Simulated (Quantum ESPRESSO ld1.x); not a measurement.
All-electron atom: Ce XLVII in [Ne] 3s2 (the NIST ground configuration). Method: Dirac Kohn-Sham, relativistic LDA (MacDonald-Vosko exchange, VWN5 correlation), spin-unpolarised, spherical densities, point nucleus; computed with ld1.x of Quantum ESPRESSO 7.5.

Unscreened Slater integrals over Kohn-Sham orbitals (eV). Large and small components are both included. Empty in this configuration: 3p1/2, 3p3/2, 4s1/2.

\begin{tabular}{lr}
integral & value \\ \hline
F0(4s1/2,4s1/2) & 53.137 \\
F0(4s1/2,3p3/2) & 64.920 \\
G1(4s1/2,3p3/2) & 6.9471 \\
F0(4s1/2,3p1/2) & 65.437 \\
G1(4s1/2,3p1/2) & 7.0507 \\
F0(4s1/2,3s1/2) & 64.584 \\
G0(4s1/2,3s1/2) & 5.4723 \\
F0(4s1/2,2p3/2) & 75.054 \\
G1(4s1/2,2p3/2) & 4.3956 \\
F0(3p3/2,3p3/2) & 100.65 \\
F2(3p3/2,3p3/2) & 50.271 \\
F0(3p3/2,3p1/2) & 102.47 \\
G2(3p3/2,3p1/2) & 50.518 \\
F0(3p3/2,3s1/2) & 99.335 \\
G1(3p3/2,3s1/2) & 63.846 \\
F0(3p3/2,2p3/2) & 132.82 \\
F2(3p3/2,2p3/2) & 35.075 \\
G0(3p3/2,2p3/2) & 13.997 \\
G2(3p3/2,2p3/2) & 15.485 \\
F0(3p1/2,3p1/2) & 104.43 \\
F0(3p1/2,3s1/2) & 101.04 \\
G1(3p1/2,3s1/2) & 63.299 \\
F0(3p1/2,2p3/2) & 136.95 \\
G2(3p1/2,2p3/2) & 15.269 \\
F0(3s1/2,3s1/2) & 98.330 \\
F0(3s1/2,2p3/2) & 128.52 \\
G1(3s1/2,2p3/2) & 13.415 \\
F0(2p3/2,2p3/2) & 268.02 \\
F2(2p3/2,2p3/2) & 127.93 \\
\end{tabular}
